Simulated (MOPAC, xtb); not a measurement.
Pair of molecules: HCl (SMILES Cl) (first 2 atoms) with CH6Si (SMILES C[SiH3]); geometry from B3LYP-D3(BJ)/def2-TZVP, rigid monomers moved along the line of their centres of mass till H2···H9 is 2.15 Å.
(charge 0, multiplicity 1):
```
atom    x (Å)    y (Å)    z (Å)
----  -------  -------  -------
Cl     0.0439  -0.2238  -0.1516
H     -0.3699  -0.7197   0.9629
C      0.8175   0.8319   3.7397
Si    -0.4356  -0.4797   4.2005
H      1.1410   1.3806   4.6261
H      0.3938   1.5463   3.0323
H      1.6983   0.3847   3.2764
H      0.1358  -1.4688   5.1439
H     -0.8677  -1.2293   2.9863
H     -1.6502   0.1177   4.8026
```

Monomers are frozen at their geometry in the pair; levels with a basis set take the counterpoise correction.

The state reached by AM1, PM3, PM6 isn't checked.

The values were computed with MOPAC for AM1, PM3, PM6 (differences of heats of formation); xtb for the GFN methods. 

### Question
One of these levels gives -4.5 kJ/mol for the interaction energy. Name it.
(A) PM6
(B) PM3
(C) GFN-FF
(D) AM1

### Answer
A, PM6. The others give -2.9 (GFN-FF), -1.5 (AM1), -10.0 (PM3)
